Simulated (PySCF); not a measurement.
**Magnesium: a sound run and one with changed settings**

Sound run: Mg+ [Ne] 3s1, Mg(2+) [Ne]. Calculation: PySCF 2.14, in def2-TZVP (5s4p3d, 32 functions); the non-relativistic Hamiltonian (point nucleus). The sound run starts from symmetry-adapted Hartree-Fock orbitals and uses a fine grid where one is needed.

A second run was set up differently.

```csv
species,method,sound run (hartree),changed run (hartree),converged
Mg+,UHF,-199.36368,-199.36368,yes
Mg+,TPSS,-199.80366,-200.85877,yes
Mg+,BP86,-199.79863,-200.81606,yes
Mg(2+),UHF,-198.82301,-198.82301,yes
Mg(2+),TPSS,-199.25026,-200.31633,yes
Mg(2+),BP86,-199.23905,-200.26795,yes
```

Ionisation energy of Mg+:

| method | sound run (eV) | changed run (eV) |
| --- | --- | --- |
| UHF | 14.712 | 14.712 |
| TPSS | 15.059 | 14.761 |
| BP86 | 15.227 | 14.915 |

**Question.** What was changed?
A. all electrons correlated in a valence basis
B. level shift left on
C. radial grid too coarse
D. a valence shell is frozen

**Answer.** C. It used radial step 1.2 in ln r (0.13 in the sound run). A coarse radial grid mis-integrates the density and the exchange-correlation energy, with errors of either sign; Hartree-Fock needs no grid.
